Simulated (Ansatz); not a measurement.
Start from `N[SiH2][S][GeH3]` and change one atom or group to get `[SiH3][S][GeH3]`.

Ansatz, PBE0-D4/def2-TZVP geometries, multiplicity 1. Each molecule was computed in one conformer, which needn't be the lowest.

Scalar relativity is left out up to krypton.

```csv
property,`N[SiH2][S][GeH3]`
LUMO energy (PBE/def2-TZVPP) / eV,-0.95
HOMO energy (PBE/def2-TZVPP) / eV,-5.90
HOMO–LUMO gap (B3LYP/def2-TZVPP) / eV,6.53
HOMO energy (B3LYP/def2-TZVPP) / eV,-6.87
size of the dipole moment (PBE/def2-TZVPP) / D,0.80
HOMO–LUMO gap (PBE/def2-TZVPP) / eV,4.95
```

Problem. Give the same properties after the change, and the shifts. (Best estimate.)

Solution. Ansatz gave: 
```tsv
property	`[SiH3][S][GeH3]`	shift
LUMO energy (PBE/def2-TZVPP) / eV	-1.12	-0.17
HOMO energy (PBE/def2-TZVPP) / eV	-6.19	-0.29
HOMO–LUMO gap (B3LYP/def2-TZVPP) / eV	6.66	0.13
HOMO energy (B3LYP/def2-TZVPP) / eV	-7.13	-0.26
size of the dipole moment (PBE/def2-TZVPP) / D	1.08	0.28
HOMO–LUMO gap (PBE/def2-TZVPP) / eV	5.06	0.11
```

With PBE0 the HOMO falls by 0.27 eV and the LUMO falls by 0.18 eV, so the gap widens by about 0.09 eV. PBE moves the HOMO by -0.29 eV and ωB97M-V by -0.26 eV. The zero-point energy changes by -49.1 kJ/mol with -6 modes. Dipoles are sizes alone; their direction can turn.

B3LYP here is the variant with VWN-RPA as its local correlation; programs differ in this.
